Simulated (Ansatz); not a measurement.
GeS2. The state is a quintet with charge 0. Geometry PBE0-D4/def2-TZVP; atoms count from 1.

Cartesian coordinates in Å:
```
Ge 0.000 0.000 0.000
S 0.970 -0.749 2.030
S -0.970 0.749 -2.030
```

At PBE0-D4/def2-TZVP a singlet of charge 0 lies 4.95 eV below the quintet, each at its own geometry. The structure comes from a short search, and lower isomers may exist.

Question: Estimate the Mulliken populations from the PBE0/def2-TZVP orbitals of Ansatz.

Answer: 
| atom | charge (e) | spin (α − β) |
| --- | --- | --- |
| Ge1 | 0.31 | 1.19 |
| S2 | -0.15 | 1.40 |
| S3 | -0.15 | 1.40 |
Mulliken values depend strongly on the basis.

Question: Where does the spin sit?

Answer: Summed by element: Ge 1.19, S 2.81, of 4 unpaired in all. Largest on single atoms: S2 1.40, S3 1.40, Ge1 1.19.

Question: And the Mayer bond orders between heavy atoms (over 0.3)?

Answer: Ge1–S2 0.93 (2.37 Å); Ge1–S3 0.93 (2.37 Å).
